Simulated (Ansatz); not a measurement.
`[OH][Ge]([F])([F])[Cl]` + HI → `[F][Ge]([F])([Cl])[I]` + H₂O at 500 K and 1 bar (ligand exchange at a Ge–O bond).

Calculated with Ansatz (gas phase, PBE0-D4/def2-TZVP geometries, no zero-point term in ΔE). CCSD(T)/CBS is the MP2 limit (def2-TZVPP, def2-QZVPP) plus CCSD(T) − MP2 in def2-TZVPP, frozen cores. This one scheme is used for every species. def2 core potentials past Kr. For Ge, I outer-core shells are correlated without core-valence functions, which leaves a few kJ/mol of doubt a bond. Scalar relativity is left out up to krypton. Each species was taken in one conformer, which may not be the lowest.

```csv
species,CCSD(T)/CBS energy (Eh),H − E (kJ/mol),S (J/(mol·K))
`[OH][Ge]([F])([F])[Cl]`,-2811.39975,93.7,403.4
HI,-298.03592,28.6,221.6
`[F][Ge]([F])([Cl])[I]`,-3033.07079,58.3,417.5
H₂O,-76.37941,73.2,206.3
```

H − E and S are ideal-gas, rigid-rotor, harmonic terms from PBE0-D4/def2-TZVP, for one conformer and one mirror image of each species. 1 Eh = 2625.50 kJ/mol, R = 8.31446 J/(mol·K).

Q: By hand: ΔE, ΔH, ΔS and ΔG.

A: ΔE = (-3033.07079) + (-76.37941) − (-2811.39975) − (-298.03592) = -0.01453 Eh = -38.1 kJ/mol. Δ(H − E) = 58.3 + 73.2 − 93.7 − 28.6 = 9.2, so ΔH = -28.9 kJ/mol. ΔS = 417.5 + 206.3 − 403.4 − 221.6 = -1.2 J/(mol·K). ΔG = -28.9 − 500 × (-1.2)/1000 = -28.3 kJ/mol.

Q: By hand: the equilibrium constant, and the temperature at which ΔG would vanish if ΔH and ΔS stayed fixed.

A: log₁₀ K = −ΔG/(RT ln 10) = 3.0. ΔG = 0 at ΔH/ΔS = 24083 K, far beyond where these terms or the molecules hold.

The number of gas molecules stays the same, so ΔS is small and ΔH decides. A doubt of 5 kJ/mol in ΔE shifts log₁₀ K by 0.5 here. Other conformers and mirror images would add mixing entropy, several J/(mol·K) or more a flexible species. These are equilibria of isolated gas molecules and say nothing of rates. Largest T1 diagnostic: 0.012 (customary marks: 0.02 for closed shells, 0.045 for open ones).
